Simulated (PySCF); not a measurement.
C3H9ClSi, singlet, geometry from GFN2-xTB. Base run: HF/6-31G run with PySCF.

PySCF was given this input:
```python
from pyscf import gto, scf, solvent

mol = gto.Mole()
mol.atom = '''
    Si    0.194022    0.191035    0.888394
    Cl    2.040499    0.450952    0.116435
    C    -1.064676    0.042513   -0.541073
    C    -2.493159   -0.060630   -0.009751
    C    -0.756533   -1.148342   -1.449750
    H     0.209489   -1.031075    1.690927
    H    -0.114798    1.352636    1.720670
    H    -1.005421    0.949368   -1.155308
    H    -2.612904   -0.956749    0.595334
    H    -3.204301   -0.110839   -0.833066
    H    -2.743633    0.800575    0.605224
    H     0.247430   -1.074563   -1.862147
    H    -0.832050   -2.082737   -0.896606
    H    -1.462388   -1.188531   -2.278510
'''
mol.basis = '6-31g'
mol.charge = 0
mol.spin = 0
mol.verbose = 4
mol.build()

mf = scf.RHF(mol)
mf.kernel()
```

Variants of this job, named by their change:

| change | ΔE vs base (kJ/mol) | dipole (D) | HOMO-LUMO gap (eV) |
|---|---|---|---|
| base | 0.00 | 2.99 | 14.81 |
| model = IEF-PCM; solvent = chloroform | -9.95 | 3.46 | 14.82 |
| model = IEF-PCM; solvent = n-hexane; vdw_scale = 1.1 | -6.88 | 3.26 | 14.82 |
| model = COSMO; solvent = n-hexane | -4.78 | 3.21 | 14.82 |
| model = IEF-PCM; solvent = tetrahydrofuran | -11.36 | 3.53 | 14.82 |
| model = IEF-PCM; solvent = n-hexane; lebedev_order = 41 | -5.14 | 3.23 | 14.82 |
| model = C-PCM; solvent = n-hexane | … | … | 14.82 |
| model = IEF-PCM; solvent = n-hexane; vdw_scale = 1.4 | -3.12 | 3.18 | 14.81 |
| model = IEF-PCM; solvent = toluene | … | … | 14.82 |
| model = IEF-PCM; solvent = n-hexane; vdw_scale = 1.0 | … | … | … |
| model = IEF-PCM; solvent = n-hexane; lebedev_order = 11 | -5.12 | 3.23 | 14.82 |
| model = IEF-PCM; solvent = n-hexane | -5.14 | 3.23 | 14.82 |

**Question.** What belongs in the gaps?

**Answer.** 
- model = C-PCM; solvent = n-hexane, ΔE vs base (kJ/mol): -6.13
- model = C-PCM; solvent = n-hexane, dipole (D): 3.27
- model = IEF-PCM; solvent = toluene, ΔE vs base (kJ/mol): -6.65
- model = IEF-PCM; solvent = toluene, dipole (D): 3.30
- model = IEF-PCM; solvent = n-hexane; vdw_scale = 1.0, ΔE vs base (kJ/mol): -9.53
- model = IEF-PCM; solvent = n-hexane; vdw_scale = 1.0, dipole (D): 3.29
- model = IEF-PCM; solvent = n-hexane; vdw_scale = 1.0, HOMO-LUMO gap (eV): 14.83

The base is the gas phase, so ΔE is the electrostatic part of solvation at a fixed geometry, without cavity and dispersion terms.
